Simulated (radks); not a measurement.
Problem. The indium ion In17+, 32 electrons, occupied as [Ar] 3d10 4s2 4p1.5 4f0.5 (fractional occupations, a model configuration). Calculated with a radial shooting solver on a logarithmic mesh with Libxc functionals: scalar-relativistic Kohn-Sham, LDA (Slater exchange, Perdew-Wang correlation), spin-polarised, spherical densities, point nucleus; open shells are filled with parallel spins first (spin-orbit coupling, left out, can overturn this in heavy ions). Some entries of the table are withheld. Estimate them.

orbital  occ.  eigenvalue (eV)  <1/r> (bohr^-1)  <r^2> (bohr^2)
1s up       1        -28176.14            51.81        0.001197
1s down     1        -28175.51            51.81        0.001197
2s up       1        -4599.113            11.82         0.01947
2s down     1        -4598.697            11.82         0.01946
2p up       3        -4177.695            11.39         0.01533
2p down     3        -4177.127            11.39         0.01533
3s up       1        -1213.429            4.218          0.1367
3s down     1        -1212.428            4.221          0.1365
3p up       3        -1075.128            4.027          0.1367
3p down     3        -1074.057            4.030          0.1364
3d up       5        -861.7654              (1)          0.1198
3d down     5        -860.7647              (2)          0.1194
4s up       1        -494.5469            1.873             (3)
4s down     1        -489.6548            1.875             (4)
4p up     1.5        -446.5925            1.773          0.6866
4p down     0        -441.7192            1.773          0.6875
4f up     0.5        -297.9101              (5)          0.7948
4f down     0        -293.4932              (6)          0.7987

Solution. 
(1) 3d up <1/r> (bohr^-1): 3.812
(2) 3d down <1/r> (bohr^-1): 3.815
(3) 4s up <r^2> (bohr^2): 0.6362
(4) 4s down <r^2> (bohr^2): 0.6362
(5) 4f up <1/r> (bohr^-1): 1.378
(6) 4f down <1/r> (bohr^-1): 1.379
